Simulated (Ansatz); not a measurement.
**CH5GaO (SMILES C[O][GaH2]): the energy to break a bond**

CH5GaO has 8 atoms, charge 0, and is taken as a singlet. SMILES: `C[O][GaH2]`. Geometry: optimised at B3LYP/def2-SVP.

```xyz
8

C    -0.6295    0.9860   -0.4283
O    -0.6637   -0.2657    0.2055
Ga    0.7315   -1.3225    0.5882
H    -1.2333    0.9659   -1.3549
H     0.3933    1.3143   -0.7035
H    -1.0630    1.7631    0.2288
H     2.1482   -0.7935    0.1669
H     0.3165   -2.6475    1.2972
```

Wanted: the dissociation energy of the Ga3–O2 bond into doublet GaH2 and doublet CH3O (shapes relaxed at B3LYP/def2-SVP, no zero-point term). 1 Eh = 2625.50 kJ/mol = 27.2114 eV. Totals in Eh; open shells run unrestricted unless said.

| level | program | CH5GaO | doublet GaH2 | doublet CH3O |
| --- | --- | --- | --- | --- |
| PBE/def2-TZVP | Ansatz | -2040.799653 | -1925.688399 | -114.961650 |
| B3LYP/def2-TZVP | Ansatz | -2041.292560 | -1926.043137 | -115.103530 |
| MP2/def2-TZVP, 11 core orbitals frozen | Ansatz | -2039.570432 | -1924.567863 | -114.827978 |

Work out the dissociation energy at each level.


1. PBE/def2-TZVP: (-1925.688399) + (-114.961650) − (-2040.799653) = 0.149604 Eh = 392.8 kJ/mol = 4.07 eV.
2. B3LYP/def2-TZVP: (-1926.043137) + (-115.103530) − (-2041.292560) = 0.145893 Eh = 383.0 kJ/mol = 3.97 eV.
3. MP2/def2-TZVP: (-1924.567863) + (-114.827978) − (-2039.570432) = 0.174591 Eh = 458.4 kJ/mol = 4.75 eV.

The levels span 383 to 458 kJ/mol; no measured value is set beside them. A bond enthalpy at 298 K also holds the loss of zero-point energy and thermal terms.
